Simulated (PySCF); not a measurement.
Two species compared at the same levels of theory.

First species: trans-2,3-dimethylthiirane, C4H8S.
SMILES: `C[C@@H]1S[C@H]1C`

Second species: C₅H₅ClF₂.
Numbering: `[CH2:1]=[C:2]1[C@@H:3]([C@H:4]([F:5])[Cl:6])[C@@H:7]1[F:8]` (hydrogens: H9, H10 on C1; H11 on C3; H12 on C4; H13 on C7)

Levels: PBE0/def2-SVPD for dipole moment, HOMO energy, LUMO energy, HOMO–LUMO gap, static isotropic polarisability and electronic spatial extent ⟨r²⟩ about the centre of nuclear charge; TDDFT PBE0/def2-SVPD for lowest singlet excitation; PBE0-D3(BJ)/def2-SVP for rotational constant A and rotational constant C. Geometries: PBE0-D3(BJ)/def2-SVP. Each structure is a single optimised conformer of the isolated species, non-relativistic unless stated. Electronic properties by PySCF.

The conformers computed, where there is a choice (atom-mapped SMILES and torsion angles):
- `[CH2:1]=[C:2]1[C@@H:3]([C@H:4]([F:5])[Cl:6])[C@@H:7]1[F:8]`: C2–C3–C4–F5 -84°

```json
{"property": "dipole moment", "column X": "2.25 D", "column Y": "2.34 D"}
{"property": "HOMO energy", "column X": "-6.46 eV", "column Y": "-8.43 eV"}
{"property": "LUMO energy", "column X": "0.16 eV", "column Y": "-1.17 eV"}
{"property": "HOMO–LUMO gap", "column X": "6.62 eV", "column Y": "7.26 eV"}
{"property": "lowest singlet excitation", "column X": "4.88 eV", "column Y": "5.96 eV"}
{"property": "static isotropic polarisability", "column X": "69.3 au", "column Y": "76.3 au"}
{"property": "electronic spatial extent ⟨r²⟩ about the centre of nuclear charge", "column X": "576 bohr²", "column Y": "1293 bohr²"}
{"property": "rotational constant A", "column X": "5.429 GHz", "column Y": "2.477 GHz"}
{"property": "rotational constant C", "column X": "2.381 GHz", "column Y": "0.809 GHz"}
```

(1) Which column belongs to which species?

(2) How does each property change from the first species to the second?

Answers

(1) Column X is the first species and column Y the second. The first has 13 atoms and 48 electrons, the second 13 and 70.

(2) dipole moment +0.09 D; HOMO energy -1.97 eV; LUMO energy -1.33 eV; HOMO–LUMO gap +0.64 eV; lowest singlet excitation +1.08 eV; static isotropic polarisability +7.0 au; electronic spatial extent ⟨r²⟩ about the centre of nuclear charge +717 bohr²; rotational constant A -2.952 GHz; rotational constant C -1.572 GHz.

On the first: S1 lies 1.74 eV below the HOMO–LUMO gap; its leading configuration is HOMO→LUMO, weight 0.98. The principal polarisabilities are 58.7, 74.5 and 74.6 au; their mean is the isotropic value.

On the second: The 6 singlets span 5.96 to 7.57 eV, and their oscillator strengths add up to 0.47.
